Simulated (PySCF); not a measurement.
Worked example: chemical shift, span and skew from a shielding tensor

Al(H)(vinyl)(NH2) (C2H6AlN), SMILES C=[CH][AlH][NH2]. Atoms are numbered in the order given.

```xyz
10

Al     0.4590    -0.5343     0.0000
H      2.0425    -0.5166     0.0000
C     -0.5654     1.1208     0.0000
C      0.0447     2.3198     0.0000
H     -1.6657     1.1353     0.0000
H     -0.5051     3.2705     0.0000
H      1.1386     2.4148     0.0000
N     -0.3681    -2.1068     0.0000
H      0.0989    -3.0091     0.0000
H     -1.3746    -2.2454     0.0000
```
Charge 0, spin multiplicity 1.

Geometry optimised at B3LYP-D3(BJ)/def2-SVP. One conformer was computed; it need not be the lowest.

GIAO shieldings from PBE0/pcSseg-1 (PySCF), non-relativistic, no solvent. The symmetric part of the tensor of N8 has the principal values 172.5, 232.3, 251.7 ppm. The same nucleus in NH3 has σ = 267.4 ppm at this level (PySCF, at its B3LYP-D3(BJ)/def2-TZVP geometry).

Problem. Work out the isotropic shielding, the ¹⁵N shift against NH3, the span and the skew.

Solution. 
σ(iso) = (σ11 + σ22 + σ33)/3 = 218.8 ppm. δ = σ(ref) − σ(iso) = 267.4 − (218.8) = 48.6 ppm.
Span Ω = σ33 − σ11 = 79.2 ppm. Skew κ = 3(σ(iso) − σ22)/Ω = -0.51. Tumbling in solution averages the tensor to δ; in a static solid the shielding alone would spread this spin-1/2 line over Ω.
